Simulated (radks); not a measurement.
Results of a calculation; reference values are marked as such.
Ionisation of Ti2+, [Ar] 3d2, to Ti3+, [Ar] 3d1, under several functionals. Dirac Kohn-Sham, spin-unpolarised, spherical densities, finite nucleus; open shells are shared between the two j in proportion to 2j + 1; a radial shooting solver on a logarithmic mesh with Libxc functionals.

\begin{tabular}{lrrrrrr}
functional & E(Ti2+) (hartree) & Exc (hartree) & IE (eV) & -e(HOMO) (eV) & <r> HOMO (bohr) & IE error (eV) \\ \hline
LDA (Slater exchange, VWN5 correlation) & -850.95580 & -39.72027 & 27.199 & 19.911 & 1.428 & -0.293 \\
PW91 & -853.06074 & -41.87799 & 27.051 & 19.744 & 1.435 & -0.441 \\
AM05 & -851.11801 & -39.89100 & 26.889 & 19.595 & 1.426 & -0.603 \\
OLYP & -853.16456 & -42.01207 & 27.018 & 19.671 & 1.437 & -0.474 \\
B86b exchange with PBE correlation & -853.04010 & -41.85622 & 26.969 & 19.678 & 1.433 & -0.523 \\
PBEsol & -851.84041 & -40.62898 & 26.896 & 19.603 & 1.429 & -0.596 \\
revPBE & -852.93676 & -41.75210 & 26.860 & 19.563 & 1.435 & -0.632 \\
XLYP & -853.25821 & -42.06924 & 27.004 & 19.730 & 1.448 & -0.488 \\
HCTH/407 & -853.25892 & -42.13009 & 27.373 & 20.024 & 1.423 & -0.119 \\
\end{tabular}

NIST Atomic Spectra Database: 27.492 eV (measured). Closest: HCTH/407. The Delta-SCF values span 0.51 eV, the total energies 2.30 hartree. The highest occupied level is 3d5/2. Spin polarisation and multiplet splitting are left out, so open shells lie too high by an amount that depends on their filling.

Beside tabulated values, note that spin-unpolarised runs miss the spin-polarisation part of the exchange energy of open shells.
